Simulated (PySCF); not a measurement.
## Cu³⁺ (copper, charge +3) across methods

[Ar] 3d8, high-spin 3F determinant. All numbers are calculated (PySCF 2.14, scalar relativity by spin-free X2C-1e, in x2c-TZVPPall (6s5p4d2f1g, 64 functions)).

| method | E (hartree) | mean ε 3p β (eV) | mean ε 3d α (eV) | mean ε 3d β (eV) | Σ⟨r²⟩ (bohr²) | ⟨S²⟩ |
| --- | --- | --- | --- | --- | --- | --- |
| UHF | -1651.00926 | -134.47 | -61.964 | -59.129 | 12.63 | 2.002 |
| PBE | -1652.076 | -116.17 | -49.878 | -47.996 | 12.91 | 2.001 |
| r2SCAN | -1652.333 | -117.76 | -50.345 | -48.495 | 12.79 | 2.001 |
| PBE0 | -1652.116 | -121.09 | -53.143 | -51.048 | 12.81 | 2.001 |
| M06 | -1652.322 | -121.25 | -53.430 | -50.862 | 12.80 | 2.002 |
| BHandHLYP | -1652.345 | -125.91 | -56.373 | -54.151 | 12.77 | 2.001 |
| wB97X | -1652.412 | -122.92 | -55.290 | -53.309 | 12.78 | 2.001 |
| LDA | -1649.388 | -116.26 | -50.186 | -48.103 | 12.92 | 2.001 |

Question: Estimate the same row for M06-L.

Answer: E (hartree) = -1652.315; mean ε 3p β (eV) = -117.65; mean ε 3d α (eV) = -50.229; mean ε 3d β (eV) = -47.999; Σ⟨r²⟩ (bohr²) = 12.71; ⟨S²⟩ = 2.002.
